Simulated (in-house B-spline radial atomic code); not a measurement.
The numbers below are computed, except where a source is named.
## Building a PAW s channel for Hf, r_c = 2.92 bohr

Hf, [Xe] 4f14 5d2 6s2, non-relativistic PBE (a model for so heavy an element), spherical and spin-unpolarised, from a B-spline radial code for spherical atoms (atomic units; all potentials screened as in the neutral atom).

Two all-electron partial waves φ1, φ2 are integrated outwards at E1 = ε(6s) = -0.16131 and E2 = E1 + 1 hartree; φ1 is the bound orbital and φ2 has unit norm inside r_c = 2.9232 bohr. Smooth partners are polynomials, r^1(a0 + a1 r² + a2 r⁴ + a3 r⁶), matched to φ and three derivatives at r_c, with no condition on the norm. The local potential is -3.3121 + (0.909537) r² + (-0.102718) r⁴ + (0.00418556) r⁶ inside 2.4832 bohr and the all-electron one outside.

```csv
wave,φ(r_c),φ'(r_c),a0,a1,a2,a3
1,0.5720345,0.07626445,0.04997378,0.05671939,-0.006470804,0.0002140087
2,0.2092332,-1.602668,0.9160976,-0.04997767,-0.01153576,0.0006809256
```

Inside r_c the overlaps are <φi φj> = [[0.27490, 0.46637], [0.46637, 1.00000]] and, for the smooth waves, [[0.28652, 0.61924], [0.61924, 2.09210]]. With χj = (Ej − T − V_local) applied to smooth wave j, the program's quadrature gives the matrix B_ij = <smooth i, χj> as [[0.14358, 0.78128], [0.62841, 3.81191]].

Question: Check the match of the first wave, and find the augmentation charges q_ij.

Answer: At r_c the four terms are 0.14608, 1.41680, -1.38118, 0.39034, which sum to 0.5720, φ1(r_c) to rounding. q_ij is the all-electron overlap less the smooth one: [[-0.01162, -0.15287], [-0.15287, -1.09210]]. The smooth first wave has a norm of 0.2865 inside r_c against 0.2749, so q11 is negative and must stay small enough for the overlap operator to be positive.

Question: B isn't symmetric. Show that D_ij = B_ij + Ej q_ij is.

Answer: Integrating by parts gives B12 − B21 = (E1 − E2) q12: 0.78128 − (0.62841) = 0.15287, and −1 × (-0.15287) = 0.15287. So D12 = 0.78128 + (0.838690)(-0.15287) = 0.65307 and D21 = 0.62841 + (-0.16131)(-0.15287) = 0.65307; D11 = 0.14546, D22 = 2.89598. The projectors, p = (B⁻¹)ᵀ χ, are dual to the smooth waves; det B = 0.056.

Solving (T + V_local + Σ p D p) ψ = E (1 + Σ p q p) ψ in a sphere of 9 bohr, whose wall lifts the free-atom level a little, gives these levels:

```
all-electron  one projector  two projectors
   -0.159485      -0.443330      -22.033500
    0.122798      -0.159485       -0.159485
    0.511744       0.123265        0.122745
    1.065080       0.510603        0.511649
    1.771120       1.045520        1.064900
```

Question: What does the second projector gain?

Answer: With one projector a ghost lies below the reference level, so the set fails. With two a ghost lies below the reference level, so the set fails. The lowest eigenvalue of the overlap operator is 0.8815 with one and 0.01041 with two projectors. The smooth orbital alone needs a cutoff of 2.08 hartree for 1 millihartree of kinetic energy, against 3.7 for a norm-conserving Troullier-Martins orbital of the same radius, which is no gain while the set fails.
